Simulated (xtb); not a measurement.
A run for xtb: GFN1-xTB on C2H4N2 (a complex), monomers drawn apart or pushed together.

```
$ xtb mol.xyz --gfn 1 --sp --chrg 0 --uhf 0
8

C     -0.14217367     0.73372972    -0.10529668
C      0.30826340    -0.51102443    -0.14968332
H      0.36212425     1.54138089    -0.62195466
H     -1.03482625     0.99602204     0.44960516
H     -0.19744383    -1.31709268     0.36769379
H      1.20052187    -0.77484138    -0.70456579
N     -0.09392816    -0.46038007     6.70229455
N     -0.90561338    -0.88808205     6.11242744
```

Output:

```
[...]
           -------------------------------------------------
          |                Calculation Setup                |
           -------------------------------------------------



molecular fragmentation (1/2 indicates fragments):
11111122
# atoms in fragment 1/2:     6     2
 fragment masses (1/2) :       28.05       28.01
CMA distance (Bohr)    :  12.487
constraining FC (au)   :  0.0500

           -------------------------------------------------
          |                 G F N 1 - x T B                 |
           -------------------------------------------------

        Reference                      10.1021/acs.jctc.7b00118
      * Hamiltonian:
        H0-scaling (s, p, d)           1.850000    2.250000    2.000000
        zeta-weighting                 0.000000
      * Dispersion:
        s8                             2.400000
        a1                             0.630000
        a2                             5.000000
        s9                             0.000000
      * Repulsion:
        kExp                           1.500000
        rExp                           1.000000
      * Coulomb:
        alpha                          2.000000
        third order                    atomic
        anisotropic                    false
      * Halogen bond correction:
        rad-scale                      1.300000
        damping                        0.440000


          ...................................................
          :                      SETUP                      :
          :.................................................:
          :  # basis functions                  24          :
          :  # atomic orbitals                  24          :
          :  # shells                           16          :
          :  # electrons                        22          :
          :  # halogen bonds                     0          :
          :  max. iterations                   250          :
          :  Hamiltonian                  GFN1-xTB          :
          :  restarted?                      false          :
          :  GBSA solvation                  false          :
          :  PC potential                    false          :
          :  electronic temp.          300.0000000     K    :
          :  accuracy                    1.0000000          :
          :  -> integral cutoff          0.2500000E+02      :
          :  -> integral neglect         0.1000000E-07      :
          :  -> SCF convergence          0.1000000E-05 Eh   :
          :  -> wf. convergence          0.2000000E-04 e    :
          :  Broyden damping             0.4000000          :
          :  net charge                          0          :
          :  unpaired electrons                  0          :
          ...................................................

 iter      E             dE          RMSdq      gap      omega  full diag
   1    -12.8778593 -0.128779E+02  0.741E+00    4.04       0.0  T
   2    -12.8808717 -0.301241E-02  0.445E+00    5.20       1.0  T
   3    -12.8810599 -0.188148E-03  0.269E-01    4.41       1.0  T
   4    -12.8812480 -0.188136E-03  0.410E-02    4.22       1.0  T
   5    -12.8812559 -0.784817E-05  0.461E-03    4.22       7.7  T
   6    -12.8812559 -0.636802E-07  0.386E-04    4.22      91.7  T
   7    -12.8812559 -0.212790E-09  0.142E-04    4.23     249.4  T
   8    -12.8812559 -0.117790E-10  0.529E-05    4.23     668.3  T

   *** convergence criteria satisfied after 8 iterations ***

         #    Occupation            Energy/Eh            Energy/eV
      -------------------------------------------------------------
         1        2.0000           -0.8594676             -23.3873
       ...           ...                  ...                  ...
         5        2.0000           -0.5765838             -15.6896
         6        2.0000           -0.5765838             -15.6896
         7        2.0000           -0.5592757             -15.2187
         8        2.0000           -0.5167822             -14.0624
         9        2.0000           -0.5155719             -14.0294
        10        2.0000           -0.4815377             -13.1033
        11        2.0000           -0.4490884             -12.2203 (HOMO)
        12                         -0.2938103              -7.9950 (LUMO)
        13                         -0.2938103              -7.9950
        14                         -0.2443076              -6.6479
        15                         -0.1093126              -2.9745
        16                         -0.1078297              -2.9342
       ...                                ...                  ...
        24                          1.1123419              30.2684
      -------------------------------------------------------------
                  HL-Gap            0.1552781 Eh            4.2253 eV
             Fermi-level           -0.3714494 Eh          -10.1077 eV

 SCC (total)                   0 d,  0 h,  0 min,  0.007 sec
 SCC setup                      ...        0 min,  0.000 sec (  2.235%)
 Dispersion                     ...        0 min,  0.000 sec (  1.043%)
 classical contributions        ...        0 min,  0.000 sec (  0.423%)
 integral evaluation            ...        0 min,  0.001 sec ( 21.004%)
 iterations                     ...        0 min,  0.002 sec ( 32.488%)
 molecular gradient             ...        0 min,  0.003 sec ( 38.665%)
 printout                       ...        0 min,  0.000 sec (  3.903%)

         :::::::::::::::::::::::::::::::::::::::::::::::::::::
         ::                     SUMMARY                     ::
         :::::::::::::::::::::::::::::::::::::::::::::::::::::
         :: total energy             -12.675325407248 Eh    ::
         :: gradient norm              0.033675741436 Eh/a0 ::
         :: HOMO-LUMO gap              4.225332531179 eV    ::
         ::.................................................::
         :: SCC energy               -12.881255914906 Eh    ::
         :: -> electrostatic           0.000183221293 Eh    ::
         :: repulsion energy           0.207065409567 Eh    ::
         :: dispersion energy         -0.001134901910 Eh    ::
         :: halogen bond corr.         0.000000000000 Eh    ::
         :: add. restraining           0.000000000000 Eh    ::
         :: total charge              -0.000000000000 e     ::
         :::::::::::::::::::::::::::::::::::::::::::::::::::::

           -------------------------------------------------
          |                Property Printout                |
           -------------------------------------------------

    * Orbital Energies and Occupations

         #    Occupation            Energy/Eh            Energy/eV
      -------------------------------------------------------------
         1        2.0000           -0.8594676             -23.3873
         2        2.0000           -0.6647400             -18.0885
         3        2.0000           -0.6425605             -17.4850
         4        2.0000           -0.5961263             -16.2214
         5        2.0000           -0.5765838             -15.6896
         6        2.0000           -0.5765838             -15.6896
         7        2.0000           -0.5592757             -15.2187
         8        2.0000           -0.5167822             -14.0624
         9        2.0000           -0.5155719             -14.0294
        10        2.0000           -0.4815377             -13.1033
        11        2.0000           -0.4490884             -12.2203 (HOMO)
        12                         -0.2938103              -7.9950 (LUMO)
        13                         -0.2938103              -7.9950
        14                         -0.2443076              -6.6479
        15                         -0.1093126              -2.9745
Note: The following floating-point exceptions are signalling: IEEE_DENORMAL
normal termination of xtb
        16                         -0.1078297              -2.9342
        17                         -0.0808064              -2.1989
        18                         -0.0441355              -1.2010
        19                          0.2162285               5.8839
        20                          0.2910463               7.9198
        21                          0.3434670               9.3462
        22                          0.5026570              13.6780
       ...                                ...                  ...
        24                          1.1123419              30.2684
      -------------------------------------------------------------
                  HL-Gap            0.1552781 Eh            4.2253 eV
             Fermi-level           -0.3714494 Eh          -10.1077 eV

  Mulliken/CM5 charges         n(s)   n(p)   n(d)
     1C    -0.05908 -0.16396   1.047  3.012  0.000
     2C    -0.05909 -0.16399   1.047  3.012  0.000
     3H     0.02952  0.08196   0.970  0.000  0.000
     4H     0.02953  0.08198   0.970  0.000  0.000
     5H     0.02957  0.08204   0.970  0.000  0.000
     6H     0.02954  0.08198   0.970  0.000  0.000
     7N     0.00010  0.00009   1.649  3.351  0.000
     8N    -0.00010 -0.00010   1.649  3.351  0.000

Wiberg/Mayer (AO) data.
largest (>0.10) Wiberg bond orders for each atom

 ---------------------------------------------------------------------------
     #   Z sym  total        # sym  WBO       # sym  WBO       # sym  WBO
 ---------------------------------------------------------------------------
     1   6 C    3.998 --     2 C    2.036     3 H    0.980     4 H    0.980
     2   6 C    3.998 --     1 C    2.036     5 H    0.980     6 H    0.980
     3   1 H    1.006 --     1 C    0.980
     4   1 H    1.006 --     1 C    0.980
     5   1 H    1.006 --     2 C    0.980
     6   1 H    1.006 --     2 C    0.980
     7   7 N    3.000 --     8 N    3.000
     8   7 N    3.000 --     7 N    3.000
 ---------------------------------------------------------------------------

Topologies differ in total number of bonds
Writing topology from bond orders to xtbtopo.mol

 dipole moment from electron density (au)
     X       Y       Z
  -0.0002  -0.0000   0.0002  total (Debye):    0.001


           -------------------------------------------------
          | TOTAL ENERGY              -12.675325407248 Eh   |
          | GRADIENT NORM               0.033675741436 Eh/α |
          | HOMO-LUMO GAP               4.225332531179 eV   |
           -------------------------------------------------

------------------------------------------------------------------------
------------------------------------------------------------------------
 total:
 SCF:
```

The run finished.

Cost: very roughly 0.05 core-seconds.
